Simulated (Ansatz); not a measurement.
Ansatz (a quantum-chemistry and plane-wave program) input (CCSD(T)/aug-cc-pV(D+d)Z):
A basis named .json is the Basis Set Exchange file of that set.

Ansatz 0.2 input:
```yaml
crystal:
  periodic: [false, false, false]
  atoms:
    - {symbol: Al, position_ang: [0.00000000, 0.00000000, 0.00000000]}
    - {symbol: F, position_ang: [0.00000000, 0.00000000, 1.59180744]}
    - {symbol: F, position_ang: [-0.00000000, -0.00000000, -1.59180744]}
basis:
  gaussian:
    orbitals: aug-cc-pV_D+d_Z.json
total_charge: 1
magnetization: {spin_polarized: false}
correlation: {method: ccsd_t, electrons: outside_noble_gas}
output: {forces: true}
```

Output:

```
Functional definition: HF
integrals: 0.06 GiB planned
760 factors; integrals over basis functions are off by at most 5.5e-4 eV
mean field: 0.18 GiB planned
mean field evaluation 1: about -11981.8636 eV, gradient 7.5e1 eV
mean field evaluation 2: about -11981.8645 eV, gradient 7.5e1 eV
mean field evaluation 4: about -11990.4680 eV, gradient 1.6e0 eV
mean field evaluation 8: about -11990.4744 eV, gradient 8.0e-4 eV
mean field evaluation 16: about -11990.4739 eV, gradient 2.5e-1 eV
mean field -11990.47441655 eV, -440.6418073727 hartree, gradient 9.1e-7 eV, S^2 0.000000; 0 other end points of the search recorded, 0 dependent functions left out
7 core orbitals not correlated
reference -11990.47441655 eV, -440.6418073727 hartree; 8, 8 occupied and 63, 63 virtual orbitals, 760 factors
densities: 0.26 GiB planned
second order -12.44154732 eV of doubles, -0.00000000 eV of singles
coupled cluster: 0.20 GiB planned
cycle   1  -12.11544985 eV  change    3.3e-1 eV  update   9.9e-2
cycle   2  -12.39272029 eV  change   -2.8e-1 eV  update   3.0e-2
cycle   3  -12.46321853 eV  change   -7.0e-2 eV  update   1.5e-2
cycle   4  -12.45908921 eV  change    4.1e-3 eV  update   3.3e-3
cycle   5  -12.45432378 eV  change    4.8e-3 eV  update   1.1e-3
cycle   6  -12.45471532 eV  change   -3.9e-4 eV  update   3.3e-4
cycle   7  -12.45482093 eV  change   -1.1e-4 eV  update   9.5e-5
cycle   8  -12.45473711 eV  change    8.4e-5 eV  update   3.3e-5
cycle   9  -12.45473297 eV  change    4.1e-6 eV  update   1.1e-5
perturbative correction -0.28677280 eV, -0.0105387060 hartree
the calculation of the forces begins
Total energy: -12003.21592232 eV, -441.1100490731 hartree
Atom 0 at     0.000000     0.000000     0.000000 Å, force     0.000000     0.000000     0.000000 eV/Å
Atom 1 at     0.000000     0.000000     1.591807 Å, force     0.000000    -0.000000     0.510793 eV/Å
Atom 2 at    -0.000000    -0.000000    -1.591807 Å, force    -0.000000     0.000000    -0.510793 eV/Å
Dipole moment:     0.000000     0.000000     0.000000 e Å
```
